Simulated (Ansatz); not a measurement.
Reactions of B$_{2}$H$_{4}$OS (`BB(O)S`).

Calculated with Ansatz (gas phase, PBE0-D4/def2-TZVP geometries, no zero-point term in ΔE). CCSD(T)/CBS adds triple-zeta CCSD(T) − MP2 to the extrapolated MP2 energy (def2 sets, frozen cores). This one scheme is used for every species. For Ge, Zn outer-core shells are correlated without core-valence functions, which leaves a few kJ/mol of doubt a bond. Scalar relativity is left out up to krypton. Each species was taken in one conformer, which may not be the lowest.

(1) Order these by ΔE at CCSD(T)/CBS, lowest first. (Best estimate.)
A. `BB(O)S` + `C[SiH2][SiH2]S` → `BS[SiH2][SiH2]C` + `OBS`
B. `BB(O)S` + `[CH3][Zn][S][SiH3]` → `[BH2][Zn][S][SiH3]` + `CB(O)S`
C. `BB(O)S` + `C[Si](C)(F)S` → `B[Si](C)(C)F` + `OB(S)S`
D. `BB(O)S` + `[NH2][Ge][F]` → `BB(N)O` + `[F][Ge][SH]`
E. `BB(O)S` + `N[SiH]1CN1` → `BN[SiH]1CN1` + `OBS`

Largest T1 diagnostic: 0.015, for `[F][Ge][SH]`.

Answers

(1) E (-163.6 kJ/mol), A (-121.1 kJ/mol), D (-55.1 kJ/mol), B (-28.4 kJ/mol), C (+12.8 kJ/mol).
